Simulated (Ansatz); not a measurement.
```tsv
atom	x (Å)	y (Å)	z (Å)
C	0.0000	0.0000	-0.1059
H	0.0000	1.0040	0.3178
H	0.0000	-1.0040	0.3178
C	30.0164	-0.0027	-0.1046
H	29.2920	0.7556	0.1915
H	30.6098	-0.7395	0.4361
```

Basis set: pcseg-2 (spherical functions). Charge 0, multiplicity 1.

Computed with Ansatz (development build ahead of 0.2.0); each method stands on the lowest determinant of its kind that the runs found.

The atomization energy at this shape (free ground-state atoms in the same class of orbitals less the molecule, no zero-point energy) of singlet C2H4 in separate pieces:

```json
{"method": "r²SCAN (unrestricted)", "atomization energy": "17.08 eV"}
{"method": "PBE0 (unrestricted)", "atomization energy": "16.80 eV"}
```

(1) What does ωB97X (unrestricted) give?

Results:

(1) 16.50 eV. Caution: the unrestricted determinant is a mixture of spin states.

The shape needn't be a minimum at these levels.
